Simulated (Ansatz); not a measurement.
Ga₄O₉H₆: single points at one geometry.

```yaml
crystal:
  periodic: [false, false, false]
  atoms:
    - {symbol: Ga, position_ang: [-0.061260, 1.685623, 0.077951]}
    - {symbol: Ga, position_ang: [-0.420270, -1.318893, -0.716837]}
    - {symbol: Ga, position_ang: [-2.574464, -0.145059, 0.784472]}
    - {symbol: Ga, position_ang: [2.092406, -0.604499, -0.738895]}
    - {symbol: O, position_ang: [-2.264843, -1.073140, -1.012529]}
    - {symbol: O, position_ang: [1.023500, 0.675571, 1.521305]}
    - {symbol: O, position_ang: [2.267705, 0.090454, 1.022474]}
    - {symbol: O, position_ang: [-1.759798, 1.420914, 0.645754]}
    - {symbol: O, position_ang: [-0.985374, -1.257977, 1.182317]}
    - {symbol: O, position_ang: [0.393193, 0.336686, -1.108028]}
    - {symbol: O, position_ang: [1.105053, -2.206243, -0.873785]}
    - {symbol: O, position_ang: [0.623176, 3.299523, -0.187298]}
    - {symbol: O, position_ang: [3.602039, -0.387847, -1.652552]}
    - {symbol: H, position_ang: [0.477364, -0.103720, 1.775044]}
    - {symbol: H, position_ang: [0.217940, 3.969345, 0.378096]}
    - {symbol: H, position_ang: [-1.028675, -2.113558, 1.635804]}
    - {symbol: H, position_ang: [-3.912703, -0.567392, 1.407621]}
    - {symbol: H, position_ang: [3.719442, -1.084816, -2.311154]}
    - {symbol: H, position_ang: [-2.514422, -0.614963, -1.829791]}
basis:
  gaussian: {orbitals: def2-SVP, initial_orbitals: start.molden}
hamiltonian: {xc: r2scan, dispersion: d4}
scf: {omitted_lower_state_checks: [starts]}
output: {forces: true, orbitals: {seedname: orbitals}}
```

The file start.molden holds the orbitals of an earlier run on this structure, at another level or in another basis.

```sh
$ ansatz run in.yaml --threads 4 --pin off --events-out ev --progress --plain --max-ram 6963MiB
```

Shortened log:

```
Functional definition: r2SCAN
3055 factors; their error is unknown
mean field evaluation 1: about -227990.9762 eV, gradient 7.2e0 eV
mean field evaluation 2: about -227991.0738 eV, gradient 1.1e-1 eV
mean field evaluation 4: about -227990.9423 eV, gradient 1.3e-4 eV
mean field -227990.94231836 eV, -8378.5125923886 hartree, gradient 1.9e-5 eV, S^2 0.000000; 0 other end points of the search recorded, 0 dependent functions left out
reference -227990.94233804 eV, -8378.5125931116 hartree; 101, 101 occupied and 183, 183 virtual orbitals, 3055 factors
Total energy: -227991.17622627 eV, -8378.5211883458 hartree
Atom 0 at    -0.061260     1.685623     0.077951 Å, force    -0.000995    -0.002170     0.006511 eV/Å
Atom 1 at    -0.420270    -1.318893    -0.716837 Å, force    -0.003163     0.001919    -0.001546 eV/Å
Atom 2 at    -2.574464    -0.145059     0.784472 Å, force    -0.002200    -0.001464    -0.001141 eV/Å
Atom 3 at     2.092406    -0.604499    -0.738895 Å, force     0.008737    -0.001665    -0.000339 eV/Å
Atom 4 at    -2.264843    -1.073140    -1.012529 Å, force    -0.003241     0.000271    -0.001795 eV/Å
Atom 5 at     1.023500     0.675571     1.521305 Å, force    -0.004733     0.001043    -0.004317 eV/Å
Atom 6 at     2.267705     0.090454     1.022474 Å, force     0.002060     0.001301    -0.005412 eV/Å
Atom 7 at    -1.759798     1.420914     0.645754 Å, force     0.001201     0.002944    -0.000285 eV/Å
Atom 8 at    -0.985374    -1.257977     1.182317 Å, force     0.006689     0.005637    -0.005210 eV/Å
Atom 9 at     0.393193     0.336686    -1.108028 Å, force    -0.002471    -0.000641     0.001875 eV/Å
Atom 10 at     1.105053    -2.206243    -0.873785 Å, force    -0.003454    -0.000273     0.002572 eV/Å
Atom 11 at     0.623176     3.299523    -0.187298 Å, force    -0.001465     0.003236     0.003687 eV/Å
Atom 12 at     3.602039    -0.387847    -1.652552 Å, force     0.002967     0.000402    -0.000828 eV/Å
Atom 13 at     0.477364    -0.103720     1.775044 Å, force     0.002832     0.000423     0.000044 eV/Å
Atom 14 at     0.217940     3.969345     0.378096 Å, force     0.001348    -0.003457    -0.003186 eV/Å
Atom 15 at    -1.028675    -2.113558     1.635804 Å, force    -0.005348    -0.006990     0.004163 eV/Å
Atom 16 at    -3.912703    -0.567392     1.407621 Å, force    -0.001909     0.000666    -0.000426 eV/Å
Atom 17 at     3.719442    -1.084816    -2.311154 Å, force    -0.001407     0.000975     0.001620 eV/Å
Atom 18 at    -2.514422    -0.614963    -1.829791 Å, force     0.004552    -0.002155     0.004013 eV/Å
Dipole moment:    -1.437134    -0.653817     0.086015 e Å
Checks for a lower state left out: starts
```

It took 26 s on 4 threads of Arm Neoverse V1 on a shared host, peak host memory 0.81 GiB.

The first input with `hamiltonian: {xc: pbe, dispersion: d4}`, `output: {orbitals: {seedname: orbitals}}` (abridged; 14 s):

```
Functional definition: PBE
mean field -227949.28254554 eV, -8376.9816239754 hartree, gradient 9.0e-6 eV, S^2 0.000000
Total energy: -227950.21330229 eV, -8377.0158286549 hartree
Checks for a lower state left out: starts
```

The first input with `hamiltonian: {xc: pbe}`, `correlation: {method: rpa}` and without the key `output` (abridged; 33 s):

```
Functional definition: PBE
mean field -227949.28248582 eV, -8376.9816217809 hartree, gradient 1.5e-6 eV, S^2 0.000000
45 core orbitals not correlated: weight in the atoms' cores, before any rotation towards them, 1.000 or more for the frozen orbitals, at most 0.000 for the correlated occupied ones
Total energy: -227826.56418170 eV, -8372.4718072859 hartree
Checks for a lower state left out: starts
```

First input, but with `hamiltonian: {xc: pbe0, dispersion: d4}`, `output: {orbitals: {seedname: orbitals}}` (abridged; 26 s):

```
Functional definition: PBE0
mean field -227953.10700616 eV, -8377.1221703111 hartree, gradient 3.7e-5 eV, S^2 0.000000
Total energy: -227953.91642821 eV, -8377.1519160227 hartree
Checks for a lower state left out: starts
```

The first input with `correlation: {method: mp2}`, `output: {orbitals: {seedname: orbitals}}` and without the key `hamiltonian` (abridged; 35 s):

```
Functional definition: HF
mean field -227732.78354585 eV, -8369.0254324852 hartree, gradient 2.5e-6 eV, S^2 0.000000
45 core orbitals not correlated: weight in the atoms' cores, before any rotation towards them, 1.000 or more for the frozen orbitals, at most 0.000 for the correlated occupied ones
second order -69.24031960 eV of doubles, -0.00000000 eV of singles
Total energy: -227802.02386545 eV, -8371.5699672978 hartree
Checks for a lower state left out: starts
```

First input, but with `gaussian: {orbitals: STO-3G}`, `hamiltonian: {xc: hf}`, `output: {orbitals: {seedname: orbitals}}` (abridged; 4.4 s):

```
Functional definition: HF
mean field -225091.71319554 eV, -8271.9678872930 hartree, gradient 1.8e-5 eV, S^2 0.000000
Total energy: -225091.71319554 eV, -8271.9678872930 hartree
Checks for a lower state left out: starts
```

Geometry: r2SCAN-D4/def2-SVP.

Correlated methods freeze 45 core orbitals; core or outer-core shells of Ga are correlated, in sets that lack core-valence functions. The structure holds one bond between oxygen atoms, so isomers without such links may lie far lower. The structure comes from a short search, and lower isomers may exist.
